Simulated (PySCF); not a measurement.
Method: PBE-D3(BJ)/def2-TZVP // PBE0-D4/def2-TZVP run with PySCF. Isolated molecules, 0 K electronic values unless said otherwise. One relaxed conformer stands for a flexible species; it need not be the lowest. Excitations are Tamm–Dancoff values on a coarser integration grid. The basis has no diffuse functions, so Rydberg states are missing or too high.

Reference species (SMILES): `O=C[OH2+]` (not the most basic site; O–C–O–H torsion 12°) (charge +1, multiplicity 1).

The S1 excitation (TDA) is 6.57 eV and the LUMO is -8.90 eV.

Changed species: `[H]/[O+]=C\O` (H–O–C–O torsion 0°) (proton added at O1; the reference has proton added at O3).

Task: Give the shifts of the S1 excitation (TDA) and LUMO.

Result: the S1 excitation (TDA) goes up by 1.09 eV, to 7.66 eV; the LUMO falls by 0.45 eV, to -9.35 eV.
